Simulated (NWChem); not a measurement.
Molecule: C2H3CuFN; SMILES C[N+]#[C-]->[Cu][F]

Computed with NWChem. Pople sets run with spherical d functions. The highest occupied level is degenerate, so the cation is one component of its state. Structure relaxed at the PBE0/def2-SVP level. No frequency run checked for a minimum. Ions are spin-unrestricted doublets at the neutral geometry. Hybrids' shares of exact exchange are those that their runs print; pure functionals count as 0. The functionals differ in more than this share.

```csv
row,share of exact exchange,ΔSCF ionisation energy minus −ε(HOMO) (eV)
r2SCAN/6-31G*,0.00,3.72
B3LYP/6-31G*,0.20,withheld
BHandHLYP/6-31G*,0.50,0.16
Hartree-Fock/6-31G*,1.00,-3.39
```

Task: Fit a straight line of the last column on the one before it, predict the withheld value, and compare with the run.

Result: 
1. Means of the 3 shown rows: x = 0.500, y = 0.163. Slope Σ(x − x̄)(y − ȳ)/Σ(x − x̄)² = -3.555/0.5000 = -7.110; intercept 3.718.
2. The shown rows scatter about the line by 0.002 (root mean square); the largest residual is 0.00, at BHandHLYP/6-31G*.
3. At x = 0.20 (B3LYP/6-31G*; inside the shown range) the line gives 2.30.
4. The run gives 3.36, +1.06 from the line. The line crosses zero at a share of 0.52.
